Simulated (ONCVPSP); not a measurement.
Before and after: ONCV potential for Pt (Z = 78)

```
Element                 : Pt (Z = 78)
Generator               : ONCVPSP 4.0.1
Type                    : optimised norm-conserving Vanderbilt (ONCV)
Functional              : PBE
Relativity              : fully relativistic
Frozen core             : [Kr] 4d10
Valence charge          : 32
Reference configuration : 4f14 5s2 5p6 5d9 6s1
Partial waves           : 5s+6s: rc 1.75 bohr, ncon 3, nbas 8, qcut 7.2 1/bohr, 2 projectors; 5p: rc 1.70 bohr, ncon 4, nbas 8, qcut 6.2 1/bohr, 2 projectors, debl 2.6 Ha; 5d: rc 1.65 bohr, ncon 4, nbas 8, qcut 5.2 1/bohr, 2 projectors, debl 2 Ha; 4f: rc 0.60 bohr, ncon 3, nbas 8, qcut 34.2 1/bohr, 2 projectors, debl 4 Ha
Local potential         : polynomial inside 0.55 bohr (lpopt 5, dvloc0 0 Ha)
Core correction         : Teter function, fcfact 4, rcfact 1.25
```

Open shells are filled in proportion to 2j + 1.

All-electron outer shells of the reference configuration (PBE, scalar-relativistic, ld1.x):

```json
{"shell": "4d", "level (eV)": "-306.83", "outermost node (bohr)": "0.20", "outermost maximum (bohr)": "0.42"}
{"shell": "5s", "level (eV)": "-101.82", "outermost node (bohr)": "0.49", "outermost maximum (bohr)": "0.87"}
{"shell": "4f", "level (eV)": "-70.08", "outermost node (bohr)": "–", "outermost maximum (bohr)": "0.38"}
{"shell": "5p", "level (eV)": "-56.02", "outermost node (bohr)": "0.53", "outermost maximum (bohr)": "0.98"}
{"shell": "5d", "level (eV)": "-6.14", "outermost node (bohr)": "0.57", "outermost maximum (bohr)": "1.26"}
{"shell": "6s", "level (eV)": "-5.66", "outermost node (bohr)": "1.14", "outermost maximum (bohr)": "2.38"}
```

Change: d: qcut 4.8.

Cutoffs: the cutoffs (Ha) at which the residual kinetic energy of the hardest occupied pseudo-wave falls to 1 and 0.1 mHa per electron; they do not see the model core or the augmentation charge, which bear on the density cutoff. Errors are all-electron minus pseudo energies relative to the spin-unpolarised reference configuration.

Problem. Predict the effect on cutoff, ghosts and configuration errors.

Solution. The potential gets neither clearly harder nor softer (421 Ha and 467 Ha → 421 Ha and 467 Ha); the bound ghosts move from p, s to d, p, s; of the 3 tests that both files solve, the error grows in 1 and shrinks in 0 by more than 15 % and 0.3 meV (median size 1.9 → 1.8 meV).

| quantity | base | changed |
| --- | --- | --- |
| cutoff, loose | 421 Ha | 421 Ha |
| cutoff, tight | 467 Ha | 467 Ha |
| loose cutoff by channel | s 16 Ha, p 16 Ha, d 50 Ha, f 421 Ha | s 16 Ha, p 16 Ha, d 73 Ha, f 421 Ha |
| bound ghosts | s, p3/2, p1/2 | s, p3/2, p1/2, d3/2 |
| GHOST(+) flags under 300 eV | s at 137.5 eV, d5/2 at 270.8 eV | s at 137.5 eV |
| tests with a reliable result | 3 of 4 | 3 of 4 |
| error for 4f14 5s2 5p6 5d9 6s0, meV [ΔE 9.21 eV] | -1.9 | -1.8 |
| error for 4f14 5s2 5p6 5d8 6s0, meV [ΔE 29.19 eV] | -0.7 | -0.7 |
| error for 4f14 5s2 5p6 5d7 6s0, meV [ΔE 61.41 eV] | +3.4 | +4.2 |
| s: phases at 1.78 bohr within 0.05 rad from the reference energy up to (Ha; the scan ends near 5) | 4.2 | 4.2 |
| p3/2: phases at 1.72 bohr within 0.05 rad from the reference energy up to (Ha; the scan ends near 5) | to the end of the scan | to the end of the scan |
| p1/2: phases at 1.72 bohr within 0.05 rad from the reference energy up to (Ha; the scan ends near 5) | to the end of the scan | to the end of the scan |
| d5/2: phases at 1.67 bohr within 0.05 rad from the reference energy up to (Ha; the scan ends near 5) | to the end of the scan | to the end of the scan |
| d3/2: phases at 1.67 bohr within 0.05 rad from the reference energy up to (Ha; the scan ends near 5) | to the end of the scan | to the end of the scan |
| f7/2: phases at 0.61 bohr within 0.05 rad from the reference energy up to (Ha; the scan ends near 5) | to the end of the scan | to the end of the scan |
| f5/2: phases at 0.61 bohr within 0.05 rad from the reference energy up to (Ha; the scan ends near 5) | to the end of the scan | to the end of the scan |
| rms error of d²Exc/dni dnj with the model core, mHa | 5.05 | 5.06 |

 A true bound ghost makes a file unfit for plane-wave use even where its test errors are small: the radial tests pick states by their node count and pass the ghost by.
